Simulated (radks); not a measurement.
Results of a calculation; reference values are marked as such.
Ta23+, 50 electrons, occupied as [Kr] 4d10 4f4. Code: a radial shooting solver on a logarithmic mesh with Libxc functionals. Model: Dirac Kohn-Sham, BLYP, spin-unpolarised, spherical densities, finite nucleus; open shells fill j = l - 1/2 first; Fermi nuclear charge, rms radius 5.3507 fm.

Unscreened Slater integrals over Kohn-Sham orbitals (hartree). Large and small components are both included. Empty in this configuration: 4f7/2.

\begin{tabular}{lr}
integral & value \\ \hline
F0(4f5/2,4f5/2) & 1.9203 \\
F2(4f5/2,4f5/2) & 0.99974 \\
F4(4f5/2,4f5/2) & 0.64797 \\
F0(4f5/2,4d5/2) & 1.8808 \\
F2(4f5/2,4d5/2) & 0.94244 \\
F4(4f5/2,4d5/2) & 0.61315 \\
G1(4f5/2,4d5/2) & 1.0294 \\
G3(4f5/2,4d5/2) & 0.68743 \\
G5(4f5/2,4d5/2) & 0.49837 \\
F0(4f5/2,4d3/2) & 1.8976 \\
F2(4f5/2,4d3/2) & 0.95304 \\
G1(4f5/2,4d3/2) & 1.0544 \\
G3(4f5/2,4d3/2) & 0.70148 \\
F0(4f5/2,4p3/2) & 1.8998 \\
F2(4f5/2,4p3/2) & 0.96454 \\
G2(4f5/2,4p3/2) & 0.80456 \\
G4(4f5/2,4p3/2) & 0.57762 \\
F0(4f5/2,4f7/2) & 1.9132 \\
F2(4f5/2,4f7/2) & 0.99691 \\
F4(4f5/2,4f7/2) & 0.64632 \\
G2(4f5/2,4f7/2) & 0.99203 \\
G4(4f5/2,4f7/2) & 0.64330 \\
G6(4f5/2,4f7/2) & 0.46932 \\
F0(4d5/2,4d5/2) & 1.8686 \\
F2(4d5/2,4d5/2) & 0.95599 \\
F4(4d5/2,4d5/2) & 0.64689 \\
F0(4d5/2,4d3/2) & 1.8844 \\
F2(4d5/2,4d3/2) & 0.96262 \\
G2(4d5/2,4d3/2) & 0.95911 \\
G4(4d5/2,4d3/2) & 0.64909 \\
F0(4d5/2,4p3/2) & 1.8851 \\
F2(4d5/2,4p3/2) & 0.97121 \\
G1(4d5/2,4p3/2) & 1.2174 \\
G3(4d5/2,4p3/2) & 0.77404 \\
F0(4d5/2,4f7/2) & 1.8743 \\
F2(4d5/2,4f7/2) & 0.94156 \\
F4(4d5/2,4f7/2) & 0.61331 \\
G1(4d5/2,4f7/2) & 1.0336 \\
G3(4d5/2,4f7/2) & 0.69005 \\
G5(4d5/2,4f7/2) & 0.50023 \\
F0(4d3/2,4d3/2) & 1.9007 \\
F2(4d3/2,4d3/2) & 0.97019 \\
F0(4d3/2,4p3/2) & 1.9011 \\
F2(4d3/2,4p3/2) & 0.97774 \\
G1(4d3/2,4p3/2) & 1.2172 \\
G3(4d3/2,4p3/2) & 0.77545 \\
F0(4d3/2,4f7/2) & 1.8910 \\
F2(4d3/2,4f7/2) & 0.95191 \\
G3(4d3/2,4f7/2) & 0.70019 \\
G5(4d3/2,4f7/2) & 0.50676 \\
F0(4p3/2,4p3/2) & 1.9058 \\
F2(4p3/2,4p3/2) & 0.99751 \\
F0(4p3/2,4f7/2) & 1.8933 \\
F2(4p3/2,4f7/2) & 0.96354 \\
G2(4p3/2,4f7/2) & 0.80716 \\
G4(4p3/2,4f7/2) & 0.57923 \\
F0(4f7/2,4f7/2) & 1.9062 \\
F2(4f7/2,4f7/2) & 0.99420 \\
F4(4f7/2,4f7/2) & 0.64478 \\
F6(4f7/2,4f7/2) & 0.47042 \\
\end{tabular}
